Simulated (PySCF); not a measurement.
SCF from a fresh guess for triplet IrH₇, at the PBE0 minimum. PySCF input:

```python
from pyscf import gto, scf, dft
mol = gto.M(atom='''
Ir     0.000315     0.000001     0.010523
H      0.861789    -0.000503     1.388918
H      0.497033    -0.000673    -1.507888
H      1.574057    -0.001330     0.053044
H      0.247064     1.477881    -0.574436
H     -1.712155     0.428790    -0.321919
H     -1.712882    -0.425983    -0.321777
H      0.244549    -1.478490    -0.573946''',
    basis={'Ir': 'def2-TZVP', 'H': 'def2-TZVP'},
    ecp={'Ir': 'def2-TZVP'},
    charge=0, spin=2)
mf = dft.UKS(mol, xc='PBE0')
mf.grids.atom_grid = (50, 194)
aux = {'Ir': 'def2-universal-JKFIT', 'H': 'def2-universal-JKFIT'}
mf = mf.density_fit(auxbasis=aux)
mf.conv_tol = 1e-08
mf.diis_space = 10
mf.max_cycle = 60
mf.init_guess = 'minao'
mf.verbose = 4
mf.kernel()
```

Excerpt of the output (cycles alone):

```
init E= -90.7261460384326
cycle= 1 E= -108.231255568788  delta_E= -17.5  |g|= 0.636  |ddm|=  5.7
cycle= 2 E= -107.164595361657  delta_E= 1.07  |g|= 1.68  |ddm|= 1.83
cycle= 3 E= -108.428706182864  delta_E= -1.26  |g|= 0.061  |ddm|= 1.41
cycle= 4 E= -108.428951384778  delta_E= -0.000245  |g|= 0.0636  |ddm|= 0.0772
cycle= 5 E= -108.430516607162  delta_E= -0.00157  |g|= 0.0111  |ddm|= 0.0402
cycle= 6 E= -108.430617419296  delta_E= -0.000101  |g|= 0.00332  |ddm|= 0.0169
cycle= 7 E= -108.430630048196  delta_E= -1.26e-05  |g|= 0.000785  |ddm|= 0.00604
cycle= 8 E= -108.430631367564  delta_E= -1.32e-06  |g|= 0.000367  |ddm|= 0.00245
cycle= 9 E= -108.430631444646  delta_E= -7.71e-08  |g|= 0.000103  |ddm|= 0.000428
cycle= 10 E= -108.430631452884  delta_E= -8.24e-09  |g|= 1.92e-05  |ddm|= 0.000148
Extra cycle  E= -108.43063145286  delta_E= 2.43e-11  |g|= 3.47e-05  |ddm|= 4.67e-05
converged SCF energy = -108.43063145286  <S^2> = 2.0046601  2S+1 = 3.0031051
```

No lower solution of this spin was found from smeared starts or by a stability analysis within the unrestricted form.

With open d or f shells other occupations or spin states may lie lower. With an element this heavy the missing spin–orbit coupling can shift these numbers.

The search for the lowest solution, 3 starts and the stability check together, took 25 s on 2 threads of a shared Arm Neoverse N1 host, with 82 basis functions; the process peaked at 0.64 GiB.
